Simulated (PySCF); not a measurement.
C₂H₈InNO. Atoms are numbered in the order given.

```xyz
13

In     0.0452     0.0026     0.3135
C      0.6093    -0.9250    -1.5727
C     -0.1049    -0.3133    -2.7794
H      0.4120    -2.0049    -1.4834
H      1.7024    -0.8089    -1.6522
H      0.0794     0.7691    -2.8600
H     -1.1966    -0.4490    -2.7219
H      0.2344    -0.7798    -3.7213
O     -0.7626     1.8500     0.1350
H     -1.0772     2.2124     0.9739
N      0.0059    -0.7070     2.2381
H      0.0180    -0.0229     2.9929
H      0.6445    -1.4636     2.4765
```
Charge 0, spin multiplicity 1.

Coordinates come from a B3LYP-D3(BJ)/def2-SVP optimisation. The def2 effective core potentials stand for the cores of In; spin–orbit coupling is left out. One conformer was computed; it need not be the lowest.

Method: HF/def2-TZVP in PySCF.

ESP charges are fitted to the potential on shells at 1.4 to 2.0 van der Waals radii. Atomic charges (e):

```
atom  Mulliken  ESP fit  Löwdin
----  --------  -------  ------
In1       1.11     1.06     ___
C2       -0.44    -0.05   -0.45
C3       -0.30    -0.13     ___
H4        0.12    -0.02    0.13
H5        0.11    -0.03    0.13
H6        0.12     0.05    0.12
H7        0.10     0.04    0.11
H8        0.10     0.02    0.11
O9       -0.84    -0.95   -0.42
H10       0.32     0.43     ___
N11      -0.88    -1.10     ___
H12       0.24     0.35    0.14
H13       0.24     0.31    0.14
```

Problem. What belongs in the gaps? (Estimate from the structure and the level; the computed values follow.)

Solution. 
- In1, Löwdin: 0.62
- C3, Löwdin: -0.31
- H10, Löwdin: 0.15
- N11, Löwdin: -0.46
